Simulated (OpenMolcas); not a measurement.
Sn: thermal populations, worked from levels

```
Program             : OpenMolcas
Basis               : ANO-R2 [7s6p4d2f1g]
Scalar Hamiltonian  : X2C, finite nucleus
Active space        : 4 electrons in 4 orbitals (5s 5p)
State averaging     : 2S+1 = 3 even, 3 roots; 2S+1 = 1 even, 6 roots; 2S+1 = 5 odd, 1 root; 2S+1 = 3 odd, 5 roots
Spin-orbit coupling : RASSI with atomic mean-field integrals over the reference wave functions, term energies averaged over their components
```

Methods: CASSCF; SS-CASPT2, IPEA 0.25 Eh, imaginary shift 0.1 Eh (closed shells correlated: 4d). Measured levels: NIST Handbook of Basic Atomic Spectroscopic Data.

**Thermal populations.** Z = Σ (2J + 1) exp(-E/kT) with k = 0.695035 cm-1/K, over the levels below. No other level of either list lies under 34600 cm-1, which is above 7 kT at each temperature.

| Level | 2J + 1 | SS-CASPT2 | measured |
| --- | --- | --- | --- |
| 5s² 5p² ³P₀ | 1 | 0.0 | 0.0 |
| 5s² 5p² ³P₁ | 3 | 1455 | 1692 |
| 5s² 5p² ³P₂ | 5 | 3070 | 3428 |
| 5s² 5p² ¹D₂ | 5 | 8740 | 8613 |
| 5s² 5p² ¹S₀ | 1 | 18300 | 17162 |

| T (K) | Z, SS-CASPT2 | Z, measured levels | Ground level (%), SS-CASPT2 | Ground level (%), measured levels |
| --- | --- | --- | --- | --- |
| 2000 | 2.612 | 2.323 | 38.3 | 43.0 |
| 3000 | 3.716 | 3.379 | 26.9 | 29.6 |
| 5000 | 5.450 | 5.135 | 18.3 | 19.5 |

At 5000 K, kT = 3475 cm-1, and the computed levels give Z = 1.000 + 1.974 + 2.067 + 0.404 + 0.005 = 5.450.

Over all roots computed the reference weight is 0.87 to 0.93 in SS-CASPT2; the roots of lowest weight are the least certain, and an intruder state may touch them. Measured partners are found by configuration, term and J. A level has none where our copy of the source lacks it or the pairing is in doubt (some pairs that miss far off the trend of their configuration count as doubtful), and it then counts in no deviation. Only configurations of the active space appear.
